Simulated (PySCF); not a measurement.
C₂H₆GeN₂, SMILES [NH2][Ge@H]1[CH]=N[CH2]1.

The structure is a stationary point at TPSSh-D3(BJ)/def2-SVP. The structure was generated by enumeration; whether it is a known compound was not checked. Other conformers were not sampled.

All values below come from PBE/def2-TZVP (PySCF).

The molecule is in vacuum.

```yaml
total_energy: -2265.80941 hartree
highest_occupied_level: -5.46 eV
lowest_empty_level: -1.81 eV
orbital_gap: 3.65 eV
dipole_moment: 2.36 D
quadrupole, principal values (traceless, Buckingham form, about the centre of nuclear charge): -8.23, 2.24, 5.99 D·Å
mean_static_polarisability: 68.4 bohr³ (10.13 Å³)
polarisability_principal_values: 56.8, 65.1, 83.2 bohr³
```
